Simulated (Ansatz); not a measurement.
Reactions of `C[SiH2][SiH2]CF`.

Isolated molecules relaxed with PBE0-D4/def2-TZVP in Ansatz; ΔE leaves out vibrations. CCSD(T)/CBS is the MP2 limit (def2-TZVPP, def2-QZVPP) plus CCSD(T) − MP2 in def2-TZVPP, frozen cores. This one scheme is used for every species. Functionals use def2-TZVPP. No spin–orbit coupling; open shells (•) take unrestricted orbitals. For As, Se outer-core shells are correlated without core-valence functions, which leaves a few kJ/mol of doubt a bond. Scalar relativity is left out up to krypton. Each species was taken in one conformer, which may not be the lowest.

| reaction | r2SCAN-D4 (kcal/mol) | PBE0-D4 (kcal/mol) | CCSD/CBS(def2) (kcal/mol) | CCSD(T)/CBS(def2) (kcal/mol) |
| --- | --- | --- | --- | --- |
| `C[SiH2][SiH2]CF` + CH₃SH → `CS[SiH2]CF` + `C[SiH3]` | -14.3 | -13.1 | -14.8 | -14.8 |
| `C[SiH2][SiH2]CF` + `F[Si](S)(Cl)Cl` → `CS[Si](F)(Cl)Cl` + `FC[SiH2][SiH3]` | 11.4 | 11.0 | 11.3 | 11.1 |
| `C[SiH2][SiH2]CF` + BH₃ → `B[SiH2]C` + `FC[SiH3]` | 4.9 | 5.5 | 4.5 | 4.9 |
| `C[SiH2][SiH2]CF` → `[CH2]F`• + `C[SiH2][SiH2]`• | 75.0 | 78.5 | 81.1 | 83.0 |
| `C[SiH2][SiH2]CF` + `[AsH3]` → `C[SiH2][SiH2][AsH2]` + `CF` | -13.5 | -14.6 | -13.8 | -14.0 |
| `C[SiH2][SiH2]CF` + `NB(F)[SeH]` → `FC[SiH2][SeH]` + `C[SiH2]B(N)F` | 3.5 | 3.4 | 2.2 | 2.4 |

Largest T1 diagnostic: 0.015, for `[CH2]F`•.
